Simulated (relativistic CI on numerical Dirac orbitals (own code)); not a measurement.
**Spin-allowed bands of a d2 ion in an octahedral site, by hand**

Problem. Take Δ = 8840 cm⁻¹ and B = 680 cm⁻¹ for a d2 ion in an octahedral site. Calculate the three spin-allowed bands.

Working.
1. The terms of highest spin are 3F (energy 0) and 3P (15B = 10200 cm⁻¹). Here the F term splits into A2 at +1.2Δ = 10608, T2 at +0.2Δ = 1768 and T1 at −0.6Δ = -5304 cm⁻¹.
2. The two T1 states mix through the element 0.4Δ: H = [[-5304, 3536], [3536, 10200]], with roots ½(H₁₁ + H₂₂) ∓ ½√[(H₂₂ − H₁₁)² + 4H₁₂²] = ½(4896) ∓ ½(17041) = -6072 and 10968 cm⁻¹.
3. The ground term is 3T1 at -6072 cm⁻¹.
4. Bands: 3T2 7840 cm⁻¹ (1275 nm), 3A2 16680 cm⁻¹ (600 nm), 3T1(P) 17041 cm⁻¹ (587 nm).

Check. Exact diagonalisation of the whole d2 shell with these parameters gives 3T2 7840, 3A2 16680, 3T1 17041 cm⁻¹. The match is exact, since without spin-orbit coupling no other term has this spin. The ratio of the second band to the first, 2.127, depends on Δ/B = 13.0 alone, which is how a Tanabe-Sugano diagram is read.
